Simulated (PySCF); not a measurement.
CH8GeOSi, SMILES C[SiH2][O][GeH3], singlet (PBE0/def2-SVP optimised geometry):

```
12

Si     1.198     0.136     0.543
C      1.793    -0.412     2.230
O     -0.043    -0.824     0.000
Ge    -1.818    -0.824     0.000
H      2.315     0.040    -0.445
H      0.741     1.565     0.609
H      2.115    -1.464     2.208
H      2.650     0.201     2.551
H      1.000    -0.311     2.987
H     -2.305    -1.563     1.261
H     -2.254    -1.565    -1.273
H     -2.315     0.635     0.000
```

Calculation: PBE0/def2-TZVP (PySCF 2.14.0).

Task: What are the frontier orbital energies and the dipole moment?

Result: HOMO-2 -9.37 eV, HOMO-1 -8.47 eV, HOMO -8.18 eV, LUMO 0.03 eV, LUMO+1 0.94 eV; dipole moment 1.07 D.

On the same geometry PySCF with PBE/def2-TZVP gives HOMO-2 -8.00 eV, HOMO-1 -7.06 eV, HOMO -6.76 eV, LUMO -0.86 eV, LUMO+1 0.04 eV; dipole moment 1.03 D.

Meta-Löwdin charges at PBE0/def2-TZVP: Si1 0.88, C2 -0.62, O3 -0.82, Ge4 0.63, H5 -0.12, H6 -0.14, H7 0.13, H8 0.13, H9 0.13, H10 -0.07, H11 -0.06, H12 -0.07.
